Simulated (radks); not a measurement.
Values are calculated unless marked as measured or tabulated.
Question: Code: a radial shooting solver on a logarithmic mesh with Libxc functionals. Model: Dirac Kohn-Sham, PBE, spin-unpolarised, spherical densities, finite nucleus; open shells are shared between the two j in proportion to 2j + 1; Fermi nuclear charge, rms radius of each element as measured or else 0.836 A^(1/3) + 0.57 fm. Each species is in its NIST ground configuration. Rank Cl4+, P4+, S4+, Mg4+, Si4+, Ar4+, Al4+ by mean radius of the outermost orbital (bohr), largest first.

Answer: P4+ 1.60, S4+ 1.47, Cl4+ 1.45, Ar4+ 1.34, Mg4+ 0.649, Al4+ 0.604, Si4+ 0.564.
